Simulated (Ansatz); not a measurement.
Two structures of GaH₄SF, singlet, reached by relaxing down either side of one saddle point (PBE0-D4/def2-TZVP). Energies are electronic, without zero-point energy. Program: Ansatz 0.2.0. Basis: def2-TZVPP and def2-QZVPP. Cores are frozen in the correlated methods. Filled d shells of the heavier atoms are correlated. The def2 sets are not built for correlating such inner shells, so the correlated values are less sure here. Extrapolation: Hartree–Fock as exp(−7.88 √X), correlation as X^−2.97. First:

Ga1  (-0.940, -0.570, -0.096)
F2  (0.287, -1.622, 0.667)
H3  (-1.136, -0.849, -1.622)
H4  (-1.937, 0.066, 0.926)
H5  (1.742, 0.485, -0.685)
S6  (0.815, 1.348, -0.235)
H7  (1.171, 1.143, 1.045)
(Å)

Second:

```xyz
7
angstrom
Ga -0.8962 -0.1052 -0.2428
F 0.8561 -1.4932 0.2484
H -1.3293 -0.7311 -1.5981
H -1.6295 -0.0815 1.1290
H 1.3453 -0.6846 0.0829
S 0.8481 1.3379 -0.4473
H 0.8054 1.7577 0.8278
```

Problem. Which bonds change from the first to the second?

Solution. GaH₂F ([F][GaH2]) + H₂S → GaH₃S ([SH][GaH2]) + HF; bonds formed: F2–H5; dative contacts that become bonds: Ga1–S6; bonds broken: Ga1–F2, H5–S6.

Problem. Give the saddle point's structure and its height above each. (To be estimated.)

Solution. The calculation gives: 39.1 kJ/mol above the first and 29.2 kJ/mol above the second (CCSD(T) at an estimated basis limit (MP2 extrapolated from triple and quadruple zeta, plus CCSD(T) − MP2 in triple zeta)).
```
7
angstrom
Ga -0.8756 -0.3430 -0.1977
F 0.7178 -1.3863 0.2482
H -1.3281 -0.7722 -1.6203
H -1.6516 -0.0688 1.1214
H 1.2447 -0.2734 0.0063
S 0.9804 1.2072 -0.4145
H 0.9124 1.6365 0.8566
```

No T1 diagnostic of these runs exceeds 0.014.

Exchanges of this kind with a chalcogen hydride build sulfide and selenide films.

Labels in which every atom is bracketed show which atoms are joined, not bond orders.

For scale, one of the runs: CCSD(T)/def2-TZVPP, 177 basis functions (an equivalent command: `ansatz run in.yaml --threads 2`). Time: 2.7 min of wall clock on 2 CPU threads; the host was shared. Peak host memory: 1.6 GiB.
